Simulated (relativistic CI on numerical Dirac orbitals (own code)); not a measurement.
Method of calculation: Dirac-Coulomb-Breit CI, KLI orbitals optimised for each configuration, a model potential for QED, unscaled Slater integrals (own radial code, finite nucleus).

The strongest absorption lines from the ground level of an ion, among the configurations computed and to levels below about 240 eV (vacuum wavelength in Å, gf): 58.402 (0.24), 59.873 (0.15), 61.200 (0.2), 61.757 (0.13), 61.998 (0.1), 63.552 (0.33), 64.818 (0.25), 66.606 (0.15).

Q: Which ion is it?
A. Yb28+
B. Os36+
C. Os34+
D. Os32+

A: C. Os34+ has 42 electrons and the ground level 4s²4p⁶4d⁶ ³F4; the strongest line goes to 4s²4p⁵4d⁷ ³D°3. The pattern of lines fixes the number of electrons, and along that sequence the line energies rise steadily with the charge (about as its square where n changes within one kind of shell, about linearly where n is kept but much faster in heavy ions where fine structure, which grows about as Z⁴, sets the gap, and irregularly where shells cross), which fixes Z. Configurations outside the model, such as inner-shell arrays, can give stronger lines. At this charge energies of transitions that change n are usually good to better than 1 %, and those within a shell (Δn = 0) to a few per cent. Terms inside the open d or f shell come out 10 to 20 % too wide with unscaled integrals.

LS names give the leading component of a level, which can be under half, so a name can repeat, a term be missing and a line seem to break the LS rules.
